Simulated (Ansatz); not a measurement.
```yaml
crystal:
  periodic: [false, false, false]
  atoms:
    - {symbol: C, position_ang: [-0.660030, 0.775696, -0.483416]}
    - {symbol: C, position_ang: [0.231507, 0.827970, 0.520582]}
    - {symbol: Si, position_ang: [0.438377, -0.950254, 0.144236]}
    - {symbol: O, position_ang: [-1.000842, 1.528724, -0.935940]}
    - {symbol: H, position_ang: [-1.300842, 1.528724, -0.935940]}
    - {symbol: H, position_ang: [0.517395, 1.671814, 1.124048]}
    - {symbol: H, position_ang: [1.681928, -1.437625, -0.499978]}
    - {symbol: H, position_ang: [-0.071069, -1.977148, 1.084958]}
basis:
  gaussian: {orbitals: STO-3G, final_grid: {core_spheres: 8, valence_spheres: 7, degree: 23}}
hamiltonian: {xc: {name: LC-wPBE}}
output: {forces: true}
```

```sh
$ ansatz run in.yaml --threads 2 --pin off --events-out ev --progress --plain --max-ram 4352MiB
```

Shortened log:

```
Functional definition: LC-wPBE
362 factors; integrals over basis functions are off by at most 3.0e-5 eV
165 factors; integrals over basis functions are off by at most 1.5e-6 eV
mean field evaluation 1: about -11780.2253 eV, gradient 2.3e1 eV
mean field evaluation 2: about -11781.1414 eV, gradient 1.7e1 eV
mean field evaluation 4: about -11781.9192 eV, gradient 1.2e0 eV
mean field evaluation 8: about -11781.8447 eV, gradient 3.5e-2 eV
mean field -11781.84472961 eV, -432.9748077920 hartree, gradient 7.8e-5 eV, S^2 0.000000; 0 other end points of the search recorded, 0 dependent functions left out
reference -11781.84472961 eV, -432.9748077921 hartree; 19, 19 occupied and 9, 9 virtual orbitals, 362 factors
Total energy: -11781.84472961 eV, -432.9748077921 hartree
Atom 0 at    -0.660030     0.775696    -0.483416 Å, force    41.389143   -72.042802    46.380537 eV/Å
Atom 1 at     0.231507     0.827970     0.520582 Å, force     0.341169    -2.536601     1.177740 eV/Å
Atom 2 at     0.438377    -0.950254     0.144236 Å, force    -1.779588     2.804222    -1.120242 eV/Å
Atom 3 at    -1.000842     1.528724    -0.935940 Å, force   813.257812    61.106329   -38.818947 eV/Å
Atom 4 at    -1.300842     1.528724    -0.935940 Å, force  -853.119266     9.262064    -7.290685 eV/Å
Atom 5 at     0.517395     1.671814     1.124048 Å, force     0.774973     0.447586     0.181855 eV/Å
Atom 6 at     1.681928    -1.437625    -0.499978 Å, force    -0.787411     0.326124     0.437566 eV/Å
Atom 7 at    -0.071069    -1.977148     1.084958 Å, force    -0.076832     0.633077    -0.947825 eV/Å
Dipole moment:    -0.165211    -0.247084    -0.055406 e Å
```

In this input one atom was put on top of another. Self-consistency was reached. The result belongs to that input, not to the molecule as meant.
